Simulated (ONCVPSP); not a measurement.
Configuration tests for tantalum (ONCV)

```json
{"Element": "tantalum", "Generator": "ONCVPSP 4.0.1", "Type": "optimised norm-conserving Vanderbilt (ONCV)", "Functional": "PBE", "Relativity": "fully relativistic", "Frozen core": "[Kr] 4d10 4f14", "Valence charge": "13", "Reference configuration": "5s2 5p6 5d3 6s1 6p1", "Partial waves": "5s+6s: rc 1.85 bohr, ncon 3, nbas 8, qcut 7.9 1/bohr, 2 projectors; 5p+6p: rc 1.95 bohr, ncon 4, nbas 8, qcut 7.2 1/bohr, 2 projectors; 5d: rc 3.00 bohr, ncon 4, nbas 9, qcut 6.4 1/bohr, 2 projectors, debl 1.3 Ha", "Local potential": "polynomial inside 1.50 bohr (lpopt 2, dvloc0 3 Ha)", "Core correction": "Teter function, fcfact 4.25, rcfact 1.25"}
```

Open shells are filled in proportion to 2j + 1.

Energies are relative to the spin-unpolarised reference configuration 5s2 5p6 5d3 6s1 6p1; without spin polarisation the order of configurations can differ from experiment.

```json
{"valence configuration": "5s2 5p6 5d3 6s2 6p0", "charge": "0", "ΔE all-electron (eV)": "-4.146", "error AE − PS (meV)": "+0.6"}
{"valence configuration": "5s2 5p6 5d3 6s1 6p0", "charge": "+1", "ΔE all-electron (eV)": "4.326", "error AE − PS (meV)": "+1.1"}
{"valence configuration": "5s2 5p6 5d3 6s0 6p0", "charge": "+2", "ΔE all-electron (eV)": "19.300", "error AE − PS (meV)": "+8.9"}
```

What are ΔE and the potential's error for 5s2 5p6 5d2 6s2 6p1?

ΔE = -1.199 eV all-electron; the error (AE − PS) is +8.2 meV.
